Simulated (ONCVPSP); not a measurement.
Reading a pseudo-wave (Pt)

Columns: radius, all-electron u(r) and pseudo u(r) of the 5d shell (level -26.63 eV) of platinum in the configuration [Kr] 4d10 4f14 5s2 5p6 5d8; PBE, non-relativistic, ONCV scheme, ONCVPSP 4.0.1.

```json
{"r (bohr)": "0.082", "all-electron": "0.2519", "pseudo": "0.0014"}
{"r (bohr)": "0.165", "all-electron": "0.1518", "pseudo": "0.0107"}
{"r (bohr)": "0.248", "all-electron": "-0.2173", "pseudo": "0.0351"}
{"r (bohr)": "0.330", "all-electron": "-0.4160", "pseudo": "0.0787"}
{"r (bohr)": "0.413", "all-electron": "-0.3884", "pseudo": "0.1439"}
{"r (bohr)": "0.495", "all-electron": "-0.2193", "pseudo": "0.2278"}
{"r (bohr)": "0.578", "all-electron": "0.0087", "pseudo": "0.3277"}
{"r (bohr)": "0.660", "all-electron": "0.2349", "pseudo": "0.4348"}
{"r (bohr)": "0.742", "all-electron": "0.4343", "pseudo": "0.5429"}
{"r (bohr)": "0.825", "all-electron": "0.5975", "pseudo": "0.6459"}
{"r (bohr)": "0.908", "all-electron": "0.7204", "pseudo": "0.7358"}
{"r (bohr)": "0.990", "all-electron": "0.8053", "pseudo": "0.8067"}
{"r (bohr)": "1.072", "all-electron": "0.8589", "pseudo": "0.8567"}
{"r (bohr)": "1.155", "all-electron": "0.8871", "pseudo": "0.8855"}
{"r (bohr)": "1.238", "all-electron": "0.8946", "pseudo": "0.8941"}
{"r (bohr)": "1.320", "all-electron": "0.8865", "pseudo": "0.8864"}
{"r (bohr)": "1.402", "all-electron": "0.8670", "pseudo": "0.8670"}
{"r (bohr)": "1.485", "all-electron": "0.8388", "pseudo": "0.8388"}
{"r (bohr)": "1.568", "all-electron": "0.8049", "pseudo": "0.8049"}
{"r (bohr)": "1.650", "all-electron": "0.7677", "pseudo": "0.7677"}
{"r (bohr)": "1.733", "all-electron": "0.7278", "pseudo": "0.7278"}
{"r (bohr)": "1.815", "all-electron": "0.6874", "pseudo": "0.6874"}
{"r (bohr)": "1.898", "all-electron": "0.6464", "pseudo": "0.6464"}
{"r (bohr)": "1.980", "all-electron": "0.6063", "pseudo": "0.6063"}
{"r (bohr)": "2.062", "all-electron": "0.5672", "pseudo": "0.5672"}
{"r (bohr)": "2.145", "all-electron": "0.5290", "pseudo": "0.5290"}
```

(1) How many radial nodes do the two functions have?

(2) At about which radius was the pseudo-wave matched?

(3) Where does each function peak?

(4) Is the pseudo-wave norm-conserving?

Results:

(1) The all-electron 5d function has n − l − 1 = 2; the pseudo-wave has 0, since the states of the same l below it are removed with the core.

(2) 1.40 bohr. The columns agree to 0.0005 from 1.24 bohr on; several derivatives are matched, so the curves merge somewhat inside the radius.

(3) Outermost all-electron maximum near 1.24 bohr, pseudo maximum near 1.24 bohr (to the table’s step).

(4) Yes: the ONCV scheme keeps the norm inside the radius equal to the all-electron one, which fixes the energy derivative of the logarithmic derivative at the level.
